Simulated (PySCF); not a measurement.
# UHF on Kr (krypton, neutral)

Configuration: [Ar] 3d10 4s1 4p6 5s1, high-spin 3S determinant (an excited configuration). Calculation: PySCF 2.14, in aug-cc-pVQZ-PP with ECP10MDF; scalar relativity through the core potential.

| Property | Result |
| --- | --- |
| Total energy | -461.193659 hartree |
| One-electron energy | -801.2786 hartree |
| Hartree (Coulomb) energy | 371.6630 hartree |
| Exchange energy | -31.5781 hartree |
| ⟨S²⟩ | 2.0090 |
| ⟨L²⟩ | 0.000 |
| Sum of ⟨r⟩ | 27.25 bohr |
| Sum of ⟨r²⟩ | 58.26 bohr² |

```tsv
shell	electrons	mean orbital energy (hartree)	rms radius, mean of both spins (bohr)
3s α	1	-11.11513	0.567
3s β	1	-11.07230	0.567
3p α	3	-8.79110	0.582
3p β	3	-8.76914	0.582
3d α	5	-4.05574	0.604
3d β	5	-4.04093	0.604
4s α	1	-1.46963	1.64
4p α	3	-0.76084	1.99
4p β	3	-0.62508	1.99
5s α	1	-0.12988	5.05
```

Energies and moments cover only the electrons outside the core potential. The outer electron is Rydberg-like, and this basis confines it to a smaller radius and binds it less than a complete one would.
